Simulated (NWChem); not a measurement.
System: SnF3 cation; SMILES [F][Sn+]([F])[F]

Input file for NWChem:

```
start job
memory heap 200 mb stack 900 mb global 1100 mb
charge 1
geometry units angstroms noautosym nocenter noautoz
  Sn     0.000000     0.000000     0.000000
  F      1.808369    -0.484551     0.000000
  F     -1.323818    -1.323818     0.000000
  F     -0.484551     1.808369     0.000000
end
basis spherical
  * library def2-svp
end
ecp
  Sn library def2-ecp
end
dft
  xc bhlyp
  iterations 150
end
tddft
  nroots 6
  notriplet
end
task tddft energy
```

Excerpt of the output:

```
             Northwest Computational Chemistry Package (NWChem) 7.3.0
             --------------------------------------------------------

                             Geometry "geometry" -> ""
                             -------------------------

 Output coordinates in angstroms (scale by  1.889725989 to convert to a.u.)

  No.       Tag          Charge          X              Y              Z
 ---- ---------------- ---------- -------------- -------------- --------------
    1 Sn                  50.0000     0.00000000     0.00000000     0.00000000
    2 F                    9.0000     1.80836900    -0.48455100     0.00000000
    3 F                    9.0000    -1.32381800    -1.32381800     0.00000000
    4 F                    9.0000    -0.48455100     1.80836900     0.00000000

 Effective nuclear repulsion energy (a.u.)     421.2408275769

                                 NWChem DFT Module
                                 -----------------

 Summary of "ao basis" -> "ao basis" (spherical)
 ------------------------------------------------------------------------------
       Tag                 Description            Shells   Functions and Types
 ---------------- ------------------------------  ------  ---------------------
 Sn                         def2-svp                10       26   4s4p2d
 F                          def2-svp                 6       14   3s2p1d

            General Information
            -------------------
          SCF calculation type: DFT
          Wavefunction type:  closed shell.
          No. of atoms     :     4
          No. of electrons :    48
           Alpha electrons :    24
            Beta electrons :    24
          Charge           :     1
          Spin multiplicity:     1
          Use of symmetry is: off; symmetry adaption is: off
          Maximum number of iterations: 150
          AO basis - number of functions:    68
                     number of shells:    28
          Convergence on energy requested:  1.00D-06
          Convergence on density requested:  1.00D-05
          Convergence on gradient requested:  5.00D-04

              XC Information
              --------------
                        BHLYP Method XC Functional
                     Hartree-Fock (Exact) Exchange  0.500
                        Slater Exchange Functional  0.500 local
                    Becke 1988 Exchange Functional  0.500 non-local
              Lee-Yang-Parr Correlation Functional  1.000

             Grid Information
             ----------------
          Grid used for XC integration:  medium
          Radial quadrature: Mura-Knowles
          Angular quadrature: Lebedev.
          Tag              B.-S. Rad. Rad. Pts. Rad. Cut. Ang. Pts.
          ---              ---------- --------- --------- ---------
          Sn                  1.45      123           6.0       590
          F                   0.50       49           8.0       434
          Grid pruning is: on
          Number of quadrature shells:   270
          Spatial weights used:  Erf1

      Superposition of Atomic Density Guess
      -------------------------------------

 Sum of atomic energies:        -546.97327711

 Renormalizing density from      49.00 to     48

      Non-variational initial energy
      ------------------------------

 Total energy =    -506.269959
 1-e energy   =   -1182.595636
 2-e energy   =     468.772628
 HOMO         =      -0.982377
 LUMO         =      -0.548610

   convergence    iter        energy       DeltaE   RMS-Dens  Diis-err
 ---------------- ----- ----------------- --------- --------- ---------
 d= 0,ls=0.0,diis     1   -512.8309014652 -7.20D+02  3.18D-02  2.37D+00
 d= 0,ls=0.0,diis     2   -512.6232639762  2.08D-01  1.76D-02  5.10D+00
 d= 0,ls=0.0,diis     3   -513.0648952516 -4.42D-01  1.02D-03  5.35D-03
 d= 0,ls=0.0,diis     4   -513.0653108424 -4.16D-04  1.88D-04  3.31D-04
 d= 0,ls=0.0,diis     5   -513.0653581872 -4.73D-05  5.14D-05  5.97D-06
  Resetting Diis
 d= 0,ls=0.0,diis     6   -513.0653598898 -1.70D-06  1.13D-05  3.20D-07
 d= 0,ls=0.0,diis     7   -513.0653599760 -8.62D-08  2.54D-06  7.69D-09

         Total DFT energy =     -513.065359975992
      One electron energy =    -1194.087564576580
           Coulomb energy =      522.542576531266
    Exchange-Corr. energy =      -49.073421384479
 Nuclear repulsion energy =      207.553049453801

 Numeric. integr. density =       47.999994736405

                       DFT Final Molecular Orbital Analysis
                       ------------------------------------

 Vector   22  Occ=2.000000D+00  E=-7.701706D-01
              MO Center= -9.0D-05, -1.0D-04, -2.6D-11, r^2= 3.9D+00
   Bfn.  Coefficient  Atom+Function         Bfn.  Coefficient  Atom+Function
  ----- ------------  ---------------      ----- ------------  ---------------
    31      0.375962  2 F  py                58     -0.375959  4 F  px
    44      0.275259  3 F  px                45     -0.275257  3 F  py
    34     -0.267484  2 F  py                61      0.267482  4 F  px
    47     -0.195834  3 F  px                48      0.195833  3 F  py
    30      0.100762  2 F  px                59     -0.100759  4 F  py

 Vector   23  Occ=2.000000D+00  E=-7.672548D-01
              MO Center= -1.7D-01, -1.8D-01,  1.9D-09, r^2= 3.8D+00
   Bfn.  Coefficient  Atom+Function         Bfn.  Coefficient  Atom+Function
  ----- ------------  ---------------      ----- ------------  ---------------
    45      0.310941  3 F  py                44     -0.304597  3 F  px
    31      0.287038  2 F  py                58     -0.278073  4 F  px
    59      0.217035  4 F  py                30     -0.209989  2 F  px
    48     -0.202444  3 F  py                47      0.198605  3 F  px
    34     -0.183699  2 F  py                61      0.177804  4 F  px

 Vector   24  Occ=2.000000D+00  E=-7.672546D-01
              MO Center=  1.7D-01,  1.8D-01, -2.4D-09, r^2= 3.8D+00
   Bfn.  Coefficient  Atom+Function         Bfn.  Coefficient  Atom+Function
  ----- ------------  ---------------      ----- ------------  ---------------
    58      0.326307  4 F  px                31      0.318445  2 F  py
    30      0.256329  2 F  px                59      0.250392  4 F  py
    44      0.232378  3 F  px                45      0.223821  3 F  py
    61     -0.214492  4 F  px                34     -0.209462  2 F  py
    17      0.168427  1 Sn d -2              33     -0.159620  2 F  px

 Vector   25  Occ=0.000000D+00  E=-3.993079D-01
              MO Center= -1.5D-06, -1.5D-06,  1.4D-07, r^2= 2.9D+00
   Bfn.  Coefficient  Atom+Function         Bfn.  Coefficient  Atom+Function
  ----- ------------  ---------------      ----- ------------  ---------------
     3      0.720167  1 Sn s                  4      0.491378  1 Sn s
     2     -0.289743  1 Sn s                 30     -0.266016  2 F  px
    59     -0.266016  4 F  py                 1     -0.232825  1 Sn s
    33      0.226394  2 F  px                62      0.226394  4 F  py
    44      0.194737  3 F  px                45      0.194737  3 F  py

 Vector   26  Occ=0.000000D+00  E=-3.208070D-01
              MO Center= -7.5D-07, -7.2D-07, -4.6D-08, r^2= 2.9D+00
   Bfn.  Coefficient  Atom+Function         Bfn.  Coefficient  Atom+Function
  ----- ------------  ---------------      ----- ------------  ---------------
    13      0.726141  1 Sn pz                16      0.432682  1 Sn pz
    10     -0.199874  1 Sn pz                 7     -0.186742  1 Sn pz
    32      0.160365  2 F  pz                46      0.160365  3 F  pz
    60      0.160365  4 F  pz                35     -0.142202  2 F  pz
    49     -0.142202  3 F  pz                63     -0.142202  4 F  pz

[...]

                                NWChem TDDFT Module
                                -------------------

            General Information
            -------------------
           No. of orbitals :     136
            Alpha orbitals :      68
             Beta orbitals :      68
        Alpha frozen cores :       0
         Beta frozen cores :       0
     Alpha frozen virtuals :       0
      Beta frozen virtuals :       0
         Spin multiplicity :       1
    Number of AO functions :      68
        Use of symmetry is : off
      Symmetry adaption is : off
         Schwarz screening :  0.10D-07

              XC Information
              --------------
                 BHLYP Method XC Functional
              Hartree-Fock (Exact) Exchange   0.50
                 Slater Exchange Functional   0.50 local
             Becke 1988 Exchange Functional   0.50 non-local
       Lee-Yang-Parr Correlation Functional   1.00

             TDDFT Information
             -----------------
          Calculation type : TDDFT
         Wavefunction type : Restricted singlets
          No. of electrons :      48
           Alpha electrons :      24
            Beta electrons :      24
              No. of roots :       6
          Max subspacesize :    5200
            Max iterations :     100
               Target root :       1
           Target symmetry : none
      Symmetry restriction : off
                 Algorithm : Optimal
        Davidson threshold :  0.10D-03

    6 smallest eigenvalue differences (eV)
--------------------------------------------------------
  No. Spin  Occ  Vir  Irrep   E(Occ)    E(Vir)   E(Diff)
--------------------------------------------------------
    1    1   24   25 a        -0.767    -0.399    10.012
    2    1   23   25 a        -0.767    -0.399    10.012
    3    1   22   25 a        -0.770    -0.399    10.092
    4    1   21   25 a        -0.773    -0.399    10.159
    5    1   20   25 a        -0.773    -0.399    10.159
    6    1   19   25 a        -0.794    -0.399    10.737
--------------------------------------------------------

  Entering Davidson iterations
  Restricted singlet excited states

  Iter   NTrls   NConv    DeltaV     DeltaE      Time
  ----  ------  ------  ---------  ---------  ---------
    1      6       0     0.34E+00   0.10+100        4.4
    2     18       0     0.74E-01   0.44E-01        7.0
    3     30       0     0.20E-01   0.32E-02        6.9
    4     42       0     0.55E-02   0.28E-03        7.3
    5     54       2     0.20E-02   0.23E-04        7.0
    6     62       4     0.28E-03   0.17E-05        5.4
    7     66       6     0.98E-04   0.43E-07        3.7
  ----  ------  ------  ---------  ---------  ---------
  Convergence criterion met

  Ground state a        -513.065359975992 a.u.

  ----------------------------------------------------------------------------
  Root   1 singlet a              0.213679580 a.u.                5.8145 eV
  ----------------------------------------------------------------------------
     Transition Moments    X -0.00000   Y  0.00000   Z  0.00000
     Dipole Oscillator Strength                    0.0000000000
     Electric Quadrupole                           0.0000000000
     Magnetic Dipole                               0.0000000380
     Total Oscillator Strength                     0.0000000380

     Occ.   17  a   ---  Virt.   28  a    0.06322 X
     Occ.   18  a   ---  Virt.   27  a    0.06322 X
     Occ.   22  a   ---  Virt.   25  a    0.98349 X
     Occ.   23  a   ---  Virt.   27  a    0.09248 X
     Occ.   24  a   ---  Virt.   28  a    0.09248 X
  ----------------------------------------------------------------------------
  Root   2 singlet a              0.215810750 a.u.                5.8725 eV
  ----------------------------------------------------------------------------
     Transition Moments    X  0.00000   Y -0.00000   Z -0.00000
     Dipole Oscillator Strength                    0.0000000000
     Electric Quadrupole                           0.0000000230
     Magnetic Dipole                               0.0000000018
     Total Oscillator Strength                     0.0000000249

     Occ.   19  a   ---  Virt.   28  a    0.10305 X
     Occ.   20  a   ---  Virt.   28  a   -0.08292 X
     Occ.   21  a   ---  Virt.   25  a    0.98402 X
     Occ.   21  a   ---  Virt.   27  a    0.08291 X
  ----------------------------------------------------------------------------
  Root   3 singlet a              0.215811244 a.u.                5.8725 eV
  ----------------------------------------------------------------------------
     Transition Moments    X -0.00000   Y  0.00000   Z  0.00001
     Dipole Oscillator Strength                    0.0000000000
     Electric Quadrupole                           0.0000000230
     Magnetic Dipole                               0.0000000018
     Total Oscillator Strength                     0.0000000249

     Occ.   19  a   ---  Virt.   27  a    0.10305 X
     Occ.   20  a   ---  Virt.   25  a   -0.98402 X
     Occ.   20  a   ---  Virt.   27  a    0.08291 X
     Occ.   21  a   ---  Virt.   28  a    0.08292 X
  ----------------------------------------------------------------------------
  Root   4 singlet a              0.223693268 a.u.                6.0870 eV
  ----------------------------------------------------------------------------
     Transition Moments    X  0.37167   Y  0.35503   Z -0.00000
     Dipole Oscillator Strength                    0.0393972564
     Electric Quadrupole                           0.0000000003
     Magnetic Dipole                               0.0000000000
     Total Oscillator Strength                     0.0393972566

     Occ.   17  a   ---  Virt.   25  a    0.40736 X
     Occ.   20  a   ---  Virt.   26  a   -0.08457 X
     Occ.   22  a   ---  Virt.   28  a    0.09091 X
     Occ.   23  a   ---  Virt.   28  a    0.07936 X
     Occ.   24  a   ---  Virt.   25  a    0.89086 X
     Occ.   24  a   ---  Virt.   27  a    0.07936 X
  ----------------------------------------------------------------------------
  Root   5 singlet a              0.223693722 a.u.                6.0870 eV
  ----------------------------------------------------------------------------
     Transition Moments    X -0.35503   Y  0.37167   Z  0.00000
     Dipole Oscillator Strength                    0.0393974824
     Electric Quadrupole                           0.0000000003
     Magnetic Dipole                               0.0000000000
     Total Oscillator Strength                     0.0393974827

     Occ.   18  a   ---  Virt.   25  a    0.40736 X
     Occ.   21  a   ---  Virt.   26  a   -0.08457 X
     Occ.   22  a   ---  Virt.   27  a    0.09092 X
     Occ.   23  a   ---  Virt.   25  a    0.89086 X
     Occ.   23  a   ---  Virt.   27  a   -0.07935 X
     Occ.   24  a   ---  Virt.   28  a    0.07935 X
  ----------------------------------------------------------------------------
  Root   6 singlet a              0.243616577 a.u.                6.6291 eV
  ----------------------------------------------------------------------------
     Transition Moments    X  0.00000   Y  0.00000   Z  0.50535
     Dipole Oscillator Strength                    0.0414763312
     Electric Quadrupole                           0.0000000000
     Magnetic Dipole                               0.0000000000
     Total Oscillator Strength                     0.0414763312

     Occ.   16  a   ---  Virt.   26  a    0.05901 X
     Occ.   19  a   ---  Virt.   25  a    0.97958 X
     Occ.   19  a   ---  Virt.   29  a    0.05041 X
     Occ.   20  a   ---  Virt.   27  a   -0.11771 X
     Occ.   21  a   ---  Virt.   28  a    0.11771 X

              Target root =      1
          Target symmetry = none
      Ground state energy =   -513.065359975992
        Excitation energy =      0.213679580458
     Excited state energy =   -512.851680395534

  stored tddft:energy   -512.85168039553412
```

Level: BHandHLYP/def2-SVP with def2 effective core potentials on Sn, full TDDFT. All runs use the structure optimised with PBE0/def2-SVP. def2 effective core potentials on Sn; no spin-orbit coupling.
